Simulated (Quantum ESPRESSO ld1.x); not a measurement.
Species: Ta XIV. Configuration: [Kr] 4d10 4f12 5s2. All-electron calculation, scalar-relativistic Kohn-Sham, LDA (Slater exchange, Perdew-Zunger correlation), spin-polarised, spherical densities, point nucleus; open shells are filled with parallel spins first. Program: ld1.x of Quantum ESPRESSO 7.5.

Normalised radial functions P(r) = r R(r), r in bohr:

r,4p down
0.001992,0.0136
0.002615,0.0214
0.003405,0.0331
0.004434,0.0511
0.005774,0.0781
0.007578,0.1196
0.009868,0.1777
0.01285,0.2576
0.01687,0.3643
0.02196,0.4854
0.0286,0.6028
0.03754,0.6746
0.04888,0.6286
0.06364,0.3977
0.08287,-0.0397
0.1088,-0.5950
0.1416,-0.9571
0.1844,-0.8104
0.2421,-0.0170
0.3152,1.0077
0.4105,1.6351
0.5388,1.5124
0.7016,0.9250
0.9135,0.3751
1.19,0.0944
1.561,0.0122
2.033,0.0008
2.647,0.0000

4p down: eigenvalue -653.59 eV, 2 radial nodes at r = 0.0812, 0.243 bohr, <r> = 0.484 bohr, 90 % of the charge inside 0.703 bohr.
